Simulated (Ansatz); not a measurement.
All numbers were calculated with Ansatz.

Basis-set series for C₆H₁₄Cl₂O₂Zr (`CC(C)[O][Zr]([Cl])([Cl])[O]C(C)C`). Charge 0, multiplicity 1. Zr: def2 effective core potential. Geometry: relaxed with PBE0-D4/def2-TZVP. It is one conformer, not always the lowest.

| functional | basis | functions | energy (Eh) | HOMO (eV) | LUMO (eV) |
| --- | --- | --- | --- | --- | --- |
| PBE0-D4 | def2-SVP | 249 | -1353.96986 | -8.39 | -0.77 |
| PBE0-D4 | def2-QZVPP | 1097 | -1354.77565 | -8.43 | -0.93 |
| ωB97M-V | def2-SVP | 249 | -1354.39667 | -10.66 | 1.27 |
| ωB97M-V | def2-QZVPP | 1097 | -1355.21696 | -10.75 | 0.80 |

(1) Give the rows for def2-TZVPP. (Estimate.)

## Answers

(1) The calculation gave: 
| functional | basis | functions | energy (Eh) | HOMO (eV) | LUMO (eV) |
| --- | --- | --- | --- | --- | --- |
| PBE0-D4 | def2-TZVPP | 584 | -1354.72429 | -8.42 | -0.92 |
| ωB97M-V | def2-TZVPP | 584 | -1355.16767 | -10.74 | 1.06 |

Positive LUMOs are unbound and depend on the basis.
